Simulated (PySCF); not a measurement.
CrO2Cl2 (singlet state).
Z-matrix (Å and degrees, PBE0-D3(BJ)/def2-SVP geometry), rows numbered from 1:
```
Cr
O   1  1.5258
O   1  1.5239  2  108.79
Cl  1  2.1130  2  109.48  3  -118.78
Cl  1  2.1119  2  109.50  3   118.50
```

Method: delta-SCF UKS SCAN, pcX-2 on the ionised atom (unc-x2c-TZVPall on a metal), pcseg-1 elsewhere, spin-free X2C (PySCF 2.14.0). The ground state was rerun for each ionised atom, in the same mixed basis as its hole state.

```
ionised atom  basis functions  E(ground) (Eh)  E(ionised) (Eh)
          O2              126     -2123.46045      -2103.64889
         Cl4              137     -2123.59771      -2019.62793
```

Task: What are the 1s binding energies?

Result: E(ionised) − E(ground), at 27.2114 eV a hartree:

| atom | environment | difference (Eh) | binding energy (eV) |
| --- | --- | --- | --- |
| O2 | oxygen bonded to Cr | 19.81156 | 539.10 |
| Cl4 | chlorine bonded to Cr | 103.96978 | 2829.16 |

Task: How much do the ground-state energies differ, and what would follow from using one of them for all holes?

Result: They run from -2123.5977 Eh (core basis on Cl4) to -2123.4604 Eh (on O2), 0.1373 Eh or 3.74 eV apart, for one and the same state in different bases and grids. Pairing the ion of O2 with the ground state of Cl4 would put its binding energy 3.74 eV too high.

Only 1s holes are shown. The first atom of each set that the bonding makes equivalent was ionised and stands for the set. Isolated species at its PBE0-D3(BJ)/def2-SVP geometry, gas phase. Metal 2p energies of this one-determinant scheme are less reliable than its 1s energies.
